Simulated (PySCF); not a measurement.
Rows and methods have been separated. Pair them.

C2H7NSi3.
InChI=1S/C2H7NSi3/c3-1-6-2-4-5-6/h6H,2,4-5H2/t6-/m0/s1

The closed-shell ground state was solved 6 times with PySCF (density fitting, gas phase), always with PBE0, in these basis sets: 6-31G, 6-31G*, IGLO-III, STO-3G, pcSseg-0 and pcSseg-1. Geometry: PBE0-D3(BJ)/def2-SVP, one conformer, isolated molecule.

| row | total energy (Eh) | HOMO (eV) | LUMO (eV) | dipole (D) |
| --- | --- | --- | --- | --- |
| P | -1003.0700 | -7.82 | -1.07 | 4.01 |
| Q | -1003.0585 | -7.66 | -0.82 | 3.91 |
| R | -991.4441 | -5.31 | 3.98 | 3.85 |
| S | -1003.1952 | -7.75 | -1.21 | 4.07 |
| T | -1002.9377 | -7.83 | -0.70 | 3.97 |
| U | -1001.7849 | -8.26 | -0.92 | 4.06 |

**Question.** Which basis belongs to which row?

**Answer.** P = pcSseg-1, Q = 6-31G*, R = STO-3G, S = IGLO-III, T = 6-31G, U = pcSseg-0. From the lowest total energy up: IGLO-III (307 functions) 0 eV; pcSseg-1 (158 functions) +3.41 eV; 6-31G* (110 functions) +3.72 eV; 6-31G (80 functions) +7.01 eV; pcSseg-0 (80 functions) +38.38 eV; STO-3G (49 functions) +319.76 eV.
